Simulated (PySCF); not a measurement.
Several orderings of computed values.

All species are isolated and taken at one optimised geometry, non-relativistic unless stated; the electronic structure was computed with PySCF and density fitting.

The conformers computed, where there is a choice (atom-mapped SMILES and torsion angles):
- `[CH:1]#[C:2][SiH:3][CH2:4][Si@H:5]([F:6])[CH:7]([F:8])[F:9]`: C2–Si3–C4–Si5 -67°, Si3–C4–Si5–F6 -50°, C4–Si5–C7–F8 5°
- `[CH3:1][O:2][CH2:3][SiH2:4][SiH2:5]`: C1–O2–C3–Si4 180°, O2–C3–Si4–Si5 47°
- `[H]/[N:7]=[C:6]/[CH2:5][CH2:4][Si@@H:2]([CH3:1])[F:3]`: C1–Si2–C4–C5 -171°, Si2–C4–C5–C6 178°, C4–C5–C6–N7 -2°
- `[CH3:1][CH+:2][CH:3][CH2:4][C:5]1=[CH:6][CH2:7]1`: C1–C2–C3–C4 180°, C2–C3–C4–C5 12°, C3–C4–C5–C6 14°
- `[CH3:1][O:2][SiH2:3][CH:4][SiH3:5]`: C1–O2–Si3–C4 179°, O2–Si3–C4–Si5 1°
- `[CH2:1][O:2][CH2:3][SiH2:4][SiH3:5]`: C1–O2–C3–Si4 -89°, O2–C3–Si4–Si5 -51°
- `[CH2:1]=[C:2]([CH3:3])[CH2:4][C@H:5]1[CH2:6][S+:7]1`: C1–C2–C4–C5 6°, C2–C4–C5–C6 -162°

**Question.** Rank by smallest rotational constant, lowest first (GFN2-xTB).
A. `COC[SiH2][SiH2]` [radical]
B. `[Si@@H](F)(C)CC/[C]=N/[H]` [radical]
C. `C#C[SiH]C[Si@H](F)C(F)F` [radical]
D. `C[CH+][CH]CC1=CC1` [radical]
E. `C#CC1=C(F)C[C]=C1` [radical]

**Answer.** C (0.503 GHz), B (0.846 GHz), D (1.148 GHz), E (1.258 GHz), A (1.331 GHz).

**Question.** By how much do the two ends of that ranking differ?

**Answer.** By 0.828 GHz, between `COC[SiH2][SiH2]` [doublet state] and `C#C[SiH]C[Si@H](F)C(F)F` [doublet state].

**Question.** Rank by isotropic g value, highest first (unrestricted B3LYP/pcH-1, mean-field spin–orbit at GFN2-xTB geometries).
A. `C([SiH2][SiH3])O[CH2]` [radical]
B. `C#C[SiH]C[Si@H](F)C(F)F` [radical]
C. `CO[SiH2][CH][SiH3]` [radical]
D. `C1(=C(C[C]=C1)F)C#C` [radical]
E. `C=C(C)C[C@H]1C[S+]1` [radical]

**Answer.** E (2.01386), A (2.00349), B (2.00320), C (2.00269), D (2.00206).

**Question.** By how much do the two ends of that ranking differ?

**Answer.** By 0.01180, between `C=C(C)C[C@H]1C[S+]1` [charge +1 and doublet state] and `C#CC1=C(F)C[C]=C1` [doublet state].
